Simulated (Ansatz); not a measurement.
C$_{3}$H$_{6}$BN. Total charge 0; spin multiplicity 1. The bonds changed during the relaxation, so this is another structure than the one it started from. All single points use the PBE0-D4/def2-TZVP geometry. It is one conformer, not always the lowest.

```xyz
11

B    -0.920    0.976   -1.049
C    -0.179   -0.439   -0.822
C     0.280    0.906    0.027
C     0.131   -0.379    0.530
N     0.524   -1.146    1.532
H    -0.681    1.547   -2.083
H    -2.027    1.062   -0.587
H     0.383   -1.073   -1.505
H     1.236    1.425    0.072
H     0.865   -0.740    2.384
H     0.387   -2.140    1.500
```

What is the dipole moment at PBE/def2-TZVPP? (Estimate.)

Computed: 6.55 D, with components (3.52, -3.76, 4.05) D in this frame, pointing from negative to positive charge.

And with r2SCAN, B3LYP, ωB97M-V? (Estimate.)

Ansatz gave: r2SCAN 6.58 D, B3LYP 6.52 D, ωB97M-V 6.57 D.

Give the Mulliken charges with PBE, ωB97M-V, r2SCAN in def2-TZVPP. (Estimate.)

The calculation gave: 
| atom | PBE | ωB97M-V | r2SCAN |
| --- | --- | --- | --- |
| B1 | -0.13 | -0.25 | -0.01 |
| C2 | -0.16 | -0.19 | -0.20 |
| C3 | -0.16 | -0.19 | -0.20 |
| C4 | 0.21 | 0.27 | 0.31 |
| N5 | -0.26 | -0.25 | -0.34 |
| H6 | -0.03 | 0.04 | -0.05 |
| H7 | -0.03 | 0.04 | -0.05 |
| H8 | 0.08 | 0.11 | 0.06 |
| H9 | 0.08 | 0.11 | 0.06 |
| H10 | 0.20 | 0.16 | 0.20 |
| H11 | 0.20 | 0.16 | 0.20 |

B3LYP here is the variant with VWN-RPA as its local correlation; programs differ in this.
